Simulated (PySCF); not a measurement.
## Relaxation of singlet ISF₃

Level of theory: PBE0/[I def2-SVP with ECP28, S def2-SVP, F def2-SVP], scalar-relativistic core potentials, density fitting, no spin–orbit coupling, PySCF. A (50,194) grid was used.

A hand-made see-saw (ligand arrangement 1) start, of Cs symmetry, held to at least that symmetry:

Coordinates in bohr (charge 0 multiplicity 1):
```
I     0.2337    0.0000   -0.6431
S    -3.0872    0.0000    1.9513
F     0.2337    3.7086   -0.3186
F     0.2337   -3.7086   -0.3186
F     3.1673    0.0000    1.6490
```

Optimiser trace:
```csv
step,E − E(last) (kJ/mol),largest gradient (Eh/bohr)
0,23.79,0.04256
1,3.62,0.00633
2,0.63,0.00178
3,0.01,0.00054
4,0.00,0.00008
5,0.00,0.00005
```

It ends at Cs with I–F 1.929 Å, I–F 1.959 Å (×2), I–S 2.187 Å; F–I–F 83.5° (×2), F–I–F 165.4°, F–I–S 95.3° (×2), F–I–S 108.9° (after a last refinement on a finer grid). A frequency run shows a minimum. Other isomers or separated fragments may lie lower.

Final geometry:
```xyz
5
charge 0 multiplicity 1, angstrom
I     0.0732    0.0000   -0.2964
S    -1.6635    0.0000    1.0322
F     0.3215    1.9430   -0.2696
F     0.3215   -1.9430   -0.2696
F     1.6783    0.0000    0.7737
```

The relaxation took 13 s on 2 threads of a shared Arm Neoverse V2 host, with 86 basis functions and 6 gradients; the process peaked at 0.67 GiB.
